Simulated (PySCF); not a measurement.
**A fit for the ¹⁹F shielding**

GIAO PBE0/pcSseg-1 on GFN2-xTB geometries (PySCF 2.14.0 with density-fitted response routines, gas phase, non-relativistic):

```csv
SMILES,IAO charge (e) of F,σ(F) (ppm)
C[SiH2]/C(C=O)=C/C(F)(F)F,-0.279,238.5
O=C[C@H]([SiH3])CC(F)(F)F,-0.286,255.7
O=C/C([SiH3])=C\CC(F)(F)F,-0.285,251.9
O=C/C(=C/C(F)(F)F)[SiH2]O,-0.277,243.4
O=CC/C([SiH3])=C/C(F)(F)F,-0.281,243.7
O=C/C(=C/C(F)(F)F)O[SiH3],-0.281,245.3
O=C/C([SiH3])=C\C(F)F,-0.300,285.0
CC(=O)/C([SiH3])=C\C(F)(F)F,-0.280,243.7
O=C[SiH2]/C([SiH3])=C\C(F)(F)F,-0.279,246.9
C/C(C=O)=C/C(F)(F)F,-0.280,235.3
O=C/C(=C\C(F)(F)F)[SiH2][SiH3],-0.280,241.0
```

**Question.** Fit σ(F) as a line in the IAO charge of F. How well does it hold?

**Answer.** σ = -325.0 − 2028.6 x, with x in e; correlation -0.96, rms deviation 3.7 ppm, largest 7.8 ppm at `C/C(C=O)=C/C(F)(F)F`. A charge says how many electrons sit at the atom, not how easily they circulate, so such a line holds only within like compounds.

**Question.** A further member, `O=C/C([SiH3])=C\C(F)(F)F`, has x = -0.278. What does the line predict, and what does the calculation give?

**Answer.** The line gives 239.0 ppm; the calculation 236.7 ppm, a difference of -2.3 ppm, within the usual scatter of the fit.
